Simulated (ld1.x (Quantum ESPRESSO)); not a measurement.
# copper: variants of one PAW potential

Base potential:

ld1.x (Quantum ESPRESSO) 7.5 input, shortened:

```
&input
   title='Cu', zed=29., rel=1, dft='REVPBE', iswitch=3,
   config='[Ar] 3d10 4s0 4p0'
 /
 &inputp
   pseudotype=3, lpaw=.true., tm=.true., lloc=-1, rcloc=2.05,
   nlcc=.true.,
   which_augfun='BESSEL', rmatch_augfun=0.95
 /
6
4S  1  0   0.00   0.00  1.60  1.85  0.0
4S  1  0   0.00  -0.40  1.60  1.85  0.0
4P  2  1   0.00   0.00  2.30  2.40  0.0
4P  2  1   0.00   0.45  2.30  2.40  0.0
3D  3  2  10.00   0.00  1.35  1.60  0.0
3D  3  2   0.00   2.70  1.35  1.60  0.0
 &test
   configts(1)='3d10 4s0 4p0'
 /
```

All-electron outer shells of the reference configuration (revPBE, scalar-relativistic, ld1.x):

```tsv
shell	level (eV)	outermost node (bohr)	outermost maximum (bohr)
3p	-80.71	0.26	0.62
3d	-13.53	–	0.60
4s	-11.74	0.89	2.13
4p	-6.51	0.97	2.84
```

Cutoffs, loose and tight: the cutoffs (Ry, on a coarse ladder) from which the occupation-weighted sum of valence levels, in a spherical-Bessel basis at the reference potential, stays within 10 and 1 mRy of its value at 400 Ry. They do not see the model core or the augmentation charge, which bear on the density cutoff. Test errors are all-electron minus pseudo excitation energies from the reference, over the configurations 3d10 4s1 4p0; 3d9 4s0 4p0; 3d8 4s0 4p0; 3d10 4s0 4p1; 3d9 4s1 4p0; 3d7 4s0 4p0; 3d9 4s1 4p1. A dash means not determined; rows that change the core or the reference have their own tests. The largest error is taken over the tests solved by every variant that gives reliable tests at all: 3d10 4s1 4p0; 3d7 4s0 4p0; 3d8 4s0 4p0; 3d9 4s0 4p0; 3d9 4s1 4p0.

A true bound ghost makes a file unfit for plane-wave use even where its test errors are small: the radial tests pick states by their node count and pass the ghost by. Where a test does run into it, the solver fails or the error is huge.

```csv
change,outcome,"cutoff, loose","cutoff, tight",bound ghosts,largest test error (meV)
base,generated,45 Ry,70 Ry,none,-1959
"waves 4p (bound): rcut 1.50, rcutus 1.58 bohr; 4p channel at 0.45 Ry: rcut 1.50, rcutus 1.58 bohr",generated,45 Ry,70 Ry,p,-1959
"waves 4p (bound): rcut 1.74, rcutus 1.84 bohr; 4p channel at 0.45 Ry: rcut 1.74, rcutus 1.84 bohr",generated,45 Ry,70 Ry,p,-1959
"waves 4p (bound): rcut 1.88, rcutus 2.00 bohr; 4p channel at 0.45 Ry: rcut 1.88, rcutus 2.00 bohr",generated,45 Ry,70 Ry,none,-1959
"waves 4p (bound): rcut 2.16, rcutus 2.28 bohr; 4p channel at 0.45 Ry: rcut 2.16, rcutus 2.28 bohr",generated,45 Ry,70 Ry,none,-1959
"waves 4p (bound): rcut 2.30, rcutus 2.44 bohr; 4p channel at 0.45 Ry: rcut 2.30, rcutus 2.44 bohr",generated,45 Ry,70 Ry,none,-1959
"waves 4p (bound): rcut 2.30, rcutus 2.70 bohr; 4p channel at 0.45 Ry: rcut 2.30, rcutus 2.70 bohr",generated,45 Ry,70 Ry,none,-1959
"waves 4p (bound): rcut 2.30, rcutus 2.94 bohr; 4p channel at 0.45 Ry: rcut 2.30, rcutus 2.94 bohr",generated,45 Ry,70 Ry,none,-1960
"waves 4p (bound): rcut 2.30, rcutus 3.16 bohr; 4p channel at 0.45 Ry: rcut 2.30, rcutus 3.16 bohr",generated,45 Ry,70 Ry,none,-1960
"waves 4p (bound): rcut 2.30, rcutus 3.36 bohr; 4p channel at 0.45 Ry: rcut 2.30, rcutus 3.36 bohr",generated,45 Ry,70 Ry,none,-1960
"waves 4p (bound): rcut 2.30, rcutus 3.58 bohr; 4p channel at 0.45 Ry: rcut 2.30, rcutus 3.58 bohr",generated,45 Ry,70 Ry,none,-1960
```

Reading the sweep of the p radius (base included, trends over the rows without a ghost): The loose cutoff stays near 45 Ry. The median size of the test errors (rows with all tests solved) stays near 80.3 meV. Bound ghosts are found at 1.58, 1.84 bohr.
